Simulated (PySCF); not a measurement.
C2H10N2Si2, SMILES C/C(=N\[SiH3])[SiH2]N.

Geometry optimised at B3LYP-D3(BJ)/def2-SVP. The structure was generated by enumeration; whether it is a known compound was not checked. Other conformers were not sampled.

Two levels are set side by side: PBE/def2-TZVP (PySCF) and r2SCAN/def2-TZVP (PySCF). Same geometry, gas phase. Differences are taken from unrounded values.

| quantity | PBE |
|---|---|
| orbital gap (eV) | 3.27 |
| highest occupied level (eV) | -5.38 |
| lowest empty level (eV) | -2.11 |
| dipole moment (D) | 0.89 |
| mean polarisability (bohr³) | 100.3 |

Task: These are the PBE values. What does r2SCAN give? (An estimate is asked for; the answer gives what the named calculation found.)

Result: 
| quantity | r2SCAN | PBE minus r2SCAN |
|---|---|---|
| orbital gap (eV) | 3.66 | -0.39 |
| highest occupied level (eV) | -5.59 | 0.21 |
| lowest empty level (eV) | -1.93 | -0.18 |
| dipole moment (D) | 0.96 | -0.07 |
| mean polarisability (bohr³) | 96.9 | 3.4 |

Rough cost on one machine, each run with all the roots and properties that it gave: r2SCAN against PBE about 4 times.
